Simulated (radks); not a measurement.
Results of a calculation; reference values are marked as such.
All-electron atom: the titanium ion Ti2+ in [Ar] 3d2.

Code: a radial shooting solver on a logarithmic mesh with Libxc functionals. Model: scalar-relativistic Kohn-Sham, LDA (Slater exchange, Perdew-Wang correlation), spin-polarised, spherical densities, point nucleus; open shells are filled with parallel spins first.

Energy parts (hartree):
part                       energy
total                  -850.97157
kinetic                 857.68637
electron-nucleus      -2013.46853
Hartree                 344.54210
exchange-correlation    -39.73151

Orbitals (lengths in bohr, moments of r in powers of bohr; <r^-3> diverges for s and p1/2):
orbital  occ.  eigenvalue (hartree)  <r^-3>
1s up       1             -179.0492       -
1s down     1             -179.0495       -
2s up       1             -20.26892       -
2s down     1             -20.24516       -
2p up       3             -16.90517   264.0
2p down     3             -16.88660   264.5
3s up       1              -2.90279       -
3s down     1              -2.83629       -
3p up       3              -2.03898   30.80
3p down     3              -1.97344   30.66
3d up       2              -0.75697   2.188
3d down     0              -0.69565   2.141

The highest occupied level is 3d up at -20.598 eV. Spin moment in Bohr magnetons: 2. The density falls to 0.001 e/bohr^3 at r = 3.13 bohr. Summed over all electrons, <r^2> = 16.64 bohr^2, which gives a Langevin (diamagnetic) susceptibility term of -13.2 x 10^-6 cm^3/mol. For comparison, the ionisation energy in NIST's Atomic Spectra Database is 27.492 eV (measured). In exact Kohn-Sham theory the highest level is minus the ionisation energy, but local and semilocal functionals leave it too shallow, through self-interaction and a potential that decays too fast; potentials with the right tail come closer.
